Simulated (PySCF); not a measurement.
Partial charges of `C/C=C(\C)C/C=N/C`

Compound: C7H13N.
Geometry (GFN2-xTB, Å), atoms numbered from 1 in this order:
```
atom  x, y, z in Å
C1    -3.1401   -0.0362    0.6728
C2    -1.8552    0.7078    0.5049
C3    -0.8417    0.3830   -0.2876
C4    -0.7906   -0.8333   -1.1646
C5     0.3972    1.2481   -0.3597
C6     1.5017    0.5539    0.3675
N7     2.3959   -0.0701   -0.2522
C8     3.4190   -0.7739    0.4537
H9    -3.9794    0.6213    0.4466
H10   -3.2490   -0.3623    1.7076
H11   -3.1986   -0.9038    0.0238
H12   -1.7848    1.6098    1.1009
H13   -1.2773   -1.6865   -0.6994
H14   -1.2863   -0.6338   -2.1148
H15    0.2455   -1.0920   -1.3702
H16    0.6890    1.3832   -1.4019
H17    0.2093    2.2187    0.1018
H18    1.4451    0.5865    1.4675
H19    3.3599   -1.8279    0.1790
H20    4.3865   -0.3982    0.1190
H21    3.3451   -0.6774    1.5462
```

Density: PBE0/pcSseg-1 (PySCF); schemes: Mulliken, IAO, Hirshfeld and ESP-fitted. Isolated species at its GFN2-xTB geometry (one conformer only).

Task: What partial charge does each atom carry?

Result: In e; atoms taken as equivalent share a row and are averaged (×n: the atom named and its like, n in all):

| atom | environment | Mulliken | IAO | Hirshfeld | ESP-fitted |
| --- | --- | --- | --- | --- | --- |
| C1 | allylic carbon | -0.200 | -0.425 | -0.119 | -0.348 |
| C2 | alkene CH carbon | -0.158 | -0.167 | -0.058 | -0.226 |
| C3 | fully substituted alkene carbon | -0.416 | +0.011 | +0.007 | +0.342 |
| C4 | allylic carbon | -0.157 | -0.435 | -0.122 | -0.490 |
| C5 | allylic carbon | -0.079 | -0.278 | -0.077 | -0.857 |
| C6 | imine carbon | +0.051 | +0.038 | +0.048 | +0.599 |
| N7 | imine nitrogen | -0.415 | -0.278 | -0.145 | -0.489 |
| C8 | N-methyl carbon | -0.097 | -0.304 | -0.074 | -0.179 |
| H9/H10/H11 | methyl hydrogen | +0.120 | +0.147 | +0.044 | +0.115 |
| H12 | vinylic hydrogen | +0.075 | +0.131 | +0.036 | +0.132 |
| H13/H14/H15 | methyl hydrogen | +0.130 | +0.150 | +0.041 | +0.146 |
| H16/H17 | methylene hydrogen | +0.125 | +0.149 | +0.045 | +0.230 |
| H18 | hydrogen on a C=N carbon | +0.076 | +0.096 | +0.033 | -0.033 |
| H19/H20/H21 | methyl hydrogen | +0.106 | +0.140 | +0.043 | +0.102 |

Mean size of the charges over all atoms: ESP-fitted 0.250 e, IAO 0.180 e, Mulliken 0.145 e, Hirshfeld 0.057 e. Each set sums to the total charge, 0, to within 0.001 e. The ESP scheme is a least-squares fit of atom-centred charges to the potential on four shells outside the van der Waals surface, with the total charge fixed.

Some averages cover members that differ in this geometry: H19/H20/H21, ESP-fitted +0.055 to +0.126; H19/H20/H21, IAO +0.109 to +0.157; H19/H20/H21, Mulliken +0.081 to +0.120; H16/H17, ESP-fitted +0.215 to +0.245 e.

Lowest charge. The schemes don't all agree: Mulliken C3 (-0.416); IAO C4 (-0.435); Hirshfeld N7 (-0.145); ESP-fitted C5 (-0.857).

Highest charge. The schemes don't all agree: Mulliken H13/H14/H15 (+0.130); IAO H13/H14/H15 (+0.150); Hirshfeld C6 (+0.048); ESP-fitted C6 (+0.599).

Task: Sum the charges by element, for elements with more than one atom.

Result: 
```
element  atoms  Mulliken     IAO  Hirshfeld  ESP-fitted
      C      7    -1.056  -1.560     -0.396      -1.159
      H     13    +1.471  +1.838     +0.541      +1.648
```

Task: How many electrons does the Hirshfeld scheme count on C2?

Result: Z − q = 6 − (-0.058) = 6.058.
